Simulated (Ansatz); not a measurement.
Mulliken charges of `[NH2][AlH][SiH2]S` from PBE/def2-TZVPP in Ansatz (PBE0-D4/def2-TZVP geometry).

```tsv
atom	x (Å)	y (Å)	z (Å)	charge (e)
N1	-0.879	1.940	0.916	-0.389
Al2	0.208	0.990	-0.101	0.372
Si3	0.355	-1.434	0.209	0.093
S4	0.084	-2.343	-1.734	-0.263
H5	-1.449	1.566	1.657	0.148
H6	-1.033	2.931	0.826	0.145
H7	1.014	1.743	-1.242	-0.121
H8	1.618	-1.919	0.839	-0.055
H9	-0.764	-2.005	1.008	-0.050
H10	0.929	-1.519	-2.376	0.120
```

**Question.** By hand: the dipole of these point charges (1 e Å = 4.8032 D).

**Answer.** Σ q r = (0.004, 0.566, 0.215) e Å, of length 0.605 e Å = 2.91 D.

**Question.** How does the dipole of the full density compare? (Estimate.)

**Answer.** Ansatz gave: (-0.076, 0.407, 0.252) e Å, 2.33 D; the point charges give 1.25 times that, at 14° from its direction.

Point charges leave out the atoms' own dipoles, such as those of lone pairs, and Mulliken's split depends on the basis, so the two needn't agree.
